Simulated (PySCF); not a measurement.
## `C#C[Si@@](C)(N)OC=C`, C5H9NOSi

Molfile (atoms numbered from 1):
```
C5H9NOSi
     RDKit          3D

 17 16  0  0  0  0  0  0  0  0999 V2000
   -1.0414    2.9711    0.1532 C   0  0  0  0  0  0  0  0  0  0  0  0
   -0.9194    1.7870   -0.0148 C   0  0  0  0  0  0  0  0  0  0  0  0
   -0.7270   -0.0500   -0.2909 Si  0  0  1  0  0  4  0  0  0  0  0  0
   -1.5073   -0.9515    1.1853 C   0  0  0  0  0  0  0  0  0  0  0  0
   -1.3791   -0.6630   -1.7589 N   0  0  0  0  0  0  0  0  0  0  0  0
    0.8571   -0.3941   -0.5231 O   0  0  0  0  0  0  0  0  0  0  0  0
    1.9173   -0.2737    0.2927 C   0  0  0  0  0  0  0  0  0  0  0  0
    3.1432   -0.5890   -0.0890 C   0  0  0  0  0  0  0  0  0  0  0  0
   -1.1479    4.0078    0.3011 H   0  0  0  0  0  0  0  0  0  0  0  0
   -1.4054   -2.0277    1.0797 H   0  0  0  0  0  0  0  0  0  0  0  0
   -1.0348   -0.6647    2.1209 H   0  0  0  0  0  0  0  0  0  0  0  0
   -2.5649   -0.7263    1.2756 H   0  0  0  0  0  0  0  0  0  0  0  0
   -0.8596   -0.5098   -2.6076 H   0  0  0  0  0  0  0  0  0  0  0  0
   -2.3645   -0.5599   -1.9265 H   0  0  0  0  0  0  0  0  0  0  0  0
    1.7112    0.1012    1.2896 H   0  0  0  0  0  0  0  0  0  0  0  0
    3.3411   -0.9576   -1.0795 H   0  0  0  0  0  0  0  0  0  0  0  0
    3.9745   -0.4878    0.5822 H   0  0  0  0  0  0  0  0  0  0  0  0
  1  2  3  0
  3  2  1  1
  3  4  1  0
  3  5  1  0
  3  6  1  0
  6  7  1  0
  7  8  2  0
  1  9  1  0
  4 10  1  0
  4 11  1  0
  4 12  1  0
  5 13  1  0
  5 14  1  0
  7 15  1  0
  8 16  1  0
  8 17  1  0
M  END
```

Method used: PySCF, GIAO PBE0/pcSseg-1 magnetisability, rotational g tensor and spin-rotation constants, non-relativistic, gas phase. Geometry: GFN2-xTB.

Question: Give the nuclear spin-rotation constants along the inertial axes (H = +C I·J) beside the isotropic shieldings.

Answer: Rotational constants 2.0190, 1.2014, 0.9966 GHz. A star marks the isotopologue with that one atom substituted, in its own axes.
```
atom  isotope  Caa (kHz)  Cbb (kHz)  Ccc (kHz)  mean (kHz)  σ (ppm)
  N5      14N      0.062      0.055      0.036       0.051    241.3
  H9       1H     -0.174     -0.015     -0.115      -0.101     29.9
 H10       1H     -0.192     -0.019     -0.110      -0.107     31.5
 H11       1H     -0.221     -0.098     -0.029      -0.116     31.4
 H12       1H      0.011     -0.145     -0.107      -0.081     31.6
 H13       1H     -0.217     -0.144     -0.001      -0.121     30.7
 H14       1H     -0.022     -0.138     -0.117      -0.092     31.5
 H15       1H     -0.170     -0.077      0.043      -0.068     25.1
 H16       1H     -0.176     -0.093      0.031      -0.079     26.9
 H17       1H     -0.025     -0.083     -0.059      -0.056     27.3
  C1     13C*      0.587      0.152      0.366       0.369     88.2
  C2     13C*      0.603      0.099      0.380       0.361     95.4
 Si3    29Si*     -1.207     -0.762     -0.553      -0.841    381.0
  C4     13C*      0.246      0.131      0.117       0.165    185.6
  O6     17O*     -0.427     -0.124     -0.159      -0.237    204.2
  C7     13C*      0.654      0.354      0.406       0.471     36.1
  C8     13C*      0.543      0.262      0.305       0.370     87.0
```
For the geometry as given, no vibrational averaging.

Question: How do the rotational constants and the g tensor change when H9, H10, H11, H12, H13, H14, H15, H16, H17 are replaced by deuterium?

Answer: Constants 1.7012, 1.0339, 0.8747 GHz; g -0.0082, -0.0021, -0.0050, against -0.0096, -0.0026, -0.0057 before.
